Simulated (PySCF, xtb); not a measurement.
C3H7BF2O, SMILES CC[C@@H](F)B(O)F. One conformer was computed; it need not be the lowest.

Harmonic wavenumbers (cm⁻¹) from GFN2-xTB in xtb at its own minimum, in rising order: 16, 98, 148, 188, 210, 304, 391, 420, 469, 579, 616, 730, 814, 903, 931, 981, 1049, 1105, 1124, 1206, 1238, 1262, 1287, 1332, 1347, 1417, 1476, 1493, 1500, 2861, 2967, 2989, 3032, 3041, 3053, 3639.

**Question.** What does B3LYP-D3(BJ)/def2-SVP run with PySCF give at its own minimum? (Estimate from the structure and the level; the computed values follow.)

**Answer.** 32, 99, 176, 208, 239, 327, 425, 470, 498, 559, 665, 773, 804, 903, 975, 992, 1049, 1101, 1137, 1242, 1279, 1320, 1360, 1402, 1423, 1453, 1467, 1474, 1484, 2986, 3015, 3031, 3069, 3111, 3132, 3871. Paired by order, the mean absolute difference is 41 cm⁻¹ and the zero-point energies are 66.1 and 68.0 kcal/mol.
